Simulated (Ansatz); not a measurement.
The cluster Si₅Ge₃, relaxed as a singlet with RKS r2SCAN-D4/def2-SVP in Ansatz, starting from the GFN1-xTB geometry. Force threshold 0.02 eV/Å.

The structure comes from a short search, and lower isomers may exist.

Start:

```xyz
8

Si   -0.841   -1.272    0.002
Si   -1.848    0.943   -0.319
Si    0.962    0.331    0.743
Si   -0.657   -0.894    2.319
Si    0.081    0.743   -1.713
Ge   -0.875    1.460    1.790
Ge    2.440    0.264   -1.078
Ge    0.738   -1.575   -1.745
```

Task: Estimate the energy that the relaxation releases and the steps that it takes.

Result: 31.0 kcal/mol, in 16 steps; 43 s on 4 threads of Intel Xeon 6975P-C on a shared host. The force fell under the threshold at step 15, but the optimiser went on. No frequencies were taken in this run, so the end may be a saddle point.

Task: Does the start keep its bonding?

Result: Bonds lost: Si5–Ge7 (atoms count from 1). Bonds formed: Si1–Ge7, Si2–Si3 (atoms count from 1).

Task: Predict the relaxed structure.

Result: 
```csv
atom,x (Å),y (Å),z (Å)
Si1,-0.394,-1.260,-0.297
Si2,-1.825,0.647,0.056
Si3,0.592,1.113,0.503
Si4,-0.280,-0.720,2.023
Si5,-0.033,0.726,-1.805
Ge6,-0.983,1.709,2.173
Ge7,2.142,-0.612,-0.328
Ge8,0.780,-1.602,-2.325
```
Bond lengths: 7 × Si–Si 2.39 to 2.59 Å; 7 × Ge–Si 2.37 to 2.62 Å; 1 × Ge–Ge 2.61 Å.
